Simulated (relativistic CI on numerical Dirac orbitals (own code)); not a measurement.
Crystal-field levels of Tb2+, 4f9

Calculated by Dirac-Coulomb-Breit CI, orbitals from a KLI potential per configuration, QED by a radiative potential, valence Slater integrals scaled by 0.8, one configuration in a parametric crystal field (own radial code).

Field parameters in Wybourne normalisation. The field is a parameter set, without covalency.

S and J are read from ⟨S²⟩ = S(S + 1) and ⟨J²⟩ = J(J + 1) of each level; they are not fictitious spins.

D3d, B20 = -630, B40 = -1070, B43 = 860, B60 = 130, B63 = 270, B66 = 420 cm⁻¹, the lowest 10 levels:

```json
{"E (cm⁻¹)": "0.0", "Degeneracy": "2", "Irrep": "Γ4", "S": "2.44", "J": "7.50"}
{"E (cm⁻¹)": "18.2", "Degeneracy": "2", "Irrep": "Γ5+Γ6", "S": "2.44", "J": "7.50"}
{"E (cm⁻¹)": "68.0", "Degeneracy": "2", "Irrep": "Γ4", "S": "2.44", "J": "7.50"}
{"E (cm⁻¹)": "175", "Degeneracy": "2", "Irrep": "Γ4", "S": "2.44", "J": "7.50"}
{"E (cm⁻¹)": "238", "Degeneracy": "2", "Irrep": "Γ5+Γ6", "S": "2.44", "J": "7.50"}
{"E (cm⁻¹)": "259", "Degeneracy": "2", "Irrep": "Γ4", "S": "2.44", "J": "7.50"}
{"E (cm⁻¹)": "307", "Degeneracy": "2", "Irrep": "Γ4", "S": "2.44", "J": "7.49"}
{"E (cm⁻¹)": "548", "Degeneracy": "2", "Irrep": "Γ5+Γ6", "S": "2.44", "J": "7.50"}
{"E (cm⁻¹)": "2971", "Degeneracy": "2", "Irrep": "Γ4", "S": "2.47", "J": "6.50"}
{"E (cm⁻¹)": "2975", "Degeneracy": "2", "Irrep": "Γ5+Γ6", "S": "2.47", "J": "6.50"}
```

Principal g values of the ground doublet: 1.09, 9.63, 9.63.

D4h, B20 = 630, B40 = 1100, B44 = -480, B60 = -120, B64 = -120 cm⁻¹, the lowest 10 levels:

```tsv
E (cm⁻¹)	Degeneracy	Irrep	S	J
0.0	2	Γ6	2.44	7.50
261	2	Γ7	2.44	7.49
327	2	Γ6	2.44	7.50
329	2	Γ7	2.44	7.50
398	2	Γ7	2.44	7.50
437	2	Γ6	2.44	7.50
469	2	Γ7	2.44	7.50
483	2	Γ6	2.44	7.50
3010	2	Γ7	2.47	6.50
3109	2	Γ7	2.47	6.49
```

Principal g values of the ground doublet: 0.00, 0.00, 19.87.

The next free-ion level lies 2859 cm⁻¹ above the lowest; the field splits the ground level into components whose J stays near 15/2 as long as their spread is small against that gap.

Levels of this model without a field, named by their leading LS term (the scale mimics covalency, so terms lie below those of the real free ion): ⁶H°15/2 0, ⁶H°13/2 2859, ⁶H°11/2 4795, ⁶H°9/2 6298, ⁶F°11/2 7248, ⁶H°7/2 7464, ⁶F°9/2 8192, ⁶H°5/2 8330 cm⁻¹.
